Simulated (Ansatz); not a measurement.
The lowest singlet and triplet of CClF (SMILES F[C]Cl); geometries from B3LYP-D3(BJ)/def2-TZVP, each state relaxed from the structure named, with no frequency check.
Singlet (charge 0, multiplicity 1):
```csv
atom,x (Å),y (Å),z (Å)
F,-1.4791,-0.2281,0.0000
C,-0.5683,0.6961,0.0000
Cl,0.9836,-0.1249,0.0000
```
Triplet (charge 0, multiplicity 3):
| atom | x (Å) | y (Å) | z (Å) |
|---|---|---|---|
| F | -1.6112 | -0.2063 | 0.0000 |
| C | -0.5268 | 0.5398 | 0.0000 |
| Cl | 1.0389 | -0.0813 | 0.0000 |

A positive gap puts the triplet lower; no zero-point energy. R- takes a restricted singlet. The triplet is unrestricted in single-reference levels. Active spaces average the two states.

Cores are frozen in the correlated methods.

The values were computed with Ansatz (a program for electronic structure) with Gaussian orbitals. Each number belongs to the level named beside it.

R-PBE/def2-TZVPP gives -32.65 kcal/mol for the gap E(singlet) − E(triplet), adiabatic.

Task: Predict the shift from PBE, with its sign, for: R-r2SCAN/def2-TZVPP, R-PBE0/def2-TZVPP, R-wB97M-V/def2-TZVPP, R-B2PLYP/def2-TZVPP, R-MP2/cc-pV(Q+d)Z, R-CCSD(T)/cc-pV(Q+d)Z, SC-NEVPT2 on SA-CASSCF(2,2)/cc-pV(Q+d)Z, FIC-MRCISD+Q on SA-CASSCF(2,2)/cc-pV(Q+d)Z.

Result: R-r2SCAN/def2-TZVPP 6.48; R-PBE0/def2-TZVPP 4.20; R-wB97M-V/def2-TZVPP -5.32; R-B2PLYP/def2-TZVPP -0.40; R-MP2/cc-pV(Q+d)Z -1.15; R-CCSD(T)/cc-pV(Q+d)Z -2.79; SC-NEVPT2 on SA-CASSCF(2,2)/cc-pV(Q+d)Z 0.56; FIC-MRCISD+Q on SA-CASSCF(2,2)/cc-pV(Q+d)Z -1.07 kcal/mol. 3 of 8 lie above PBE; the widest gap is to R-r2SCAN/def2-TZVPP.

Doubts at one or more of the structures used: a restricted determinant that unrestricted orbitals would lower (R-B2PLYP/def2-TZVPP, R-MP2/cc-pV(Q+d)Z, R-CCSD(T)/cc-pV(Q+d)Z).
